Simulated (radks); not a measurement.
Results of a calculation; reference values are marked as such.
Problem. Spherical quantum dot in the effective-mass picture: electrons in a parabolic well V = omega^2 r^2 / 2 with omega = 1.58, with a point charge +1 (a donor) at the centre, all in effective atomic units (hartree* = m*/eps^2 hartree, bohr* = eps/m* bohr), one dielectric constant everywhere. Level of theory: non-relativistic Kohn-Sham, LDA (Slater exchange, Perdew-Wang correlation), spin-polarised, spherical densities (a radial shooting solver with Libxc functionals). Levels are named by radial order and angular momentum (1s, 1p, 1d, 2s, ...), and open shells are averaged over m. Each electron was tried in the lowest free levels, single moves between levels near the top were tried too, and the lowest total energy was kept; such a search can miss a lower state. Give the order in which the levels fill up to N = 29, the shell closures and the spin along the way.

Solution. Shells are first occupied in the order 1s, 1p, 2s, 1d, 1f. Open shells at each N (closed shells left out): 1: 1s(up 1, down 0); 2: none; 3: 1p(up 1, down 0); 4: 1p(up 2, down 0); 5: 1p(up 3, down 0); 6: 1p(up 3, down 1); 7: 1p(up 3, down 2); 8: none; 9: 2s(up 1, down 0); 10: none; 11: 1d(up 1, down 0); 12: 1d(up 2, down 0); 13: 1d(up 3, down 0); 14: 1d(up 4, down 0); 15: 1d(up 5, down 0); 16: 1d(up 5, down 1); 17: 1d(up 5, down 2); 18: 1d(up 5, down 3); 19: 1d(up 5, down 4); 20: none; 21: 1f(up 1, down 0); 22: 1f(up 2, down 0); 23: 1f(up 3, down 0); 24: 1f(up 4, down 0); 25: 1f(up 5, down 0); 26: 1f(up 6, down 0); 27: 1f(up 7, down 0); 28: 1f(up 7, down 1); 29: 1f(up 7, down 2). All shells are closed at N = 2, 8, 10, 20 (there: 1s2 1p6 1d10 2s2). Largest 2S: 7, at N = 27.
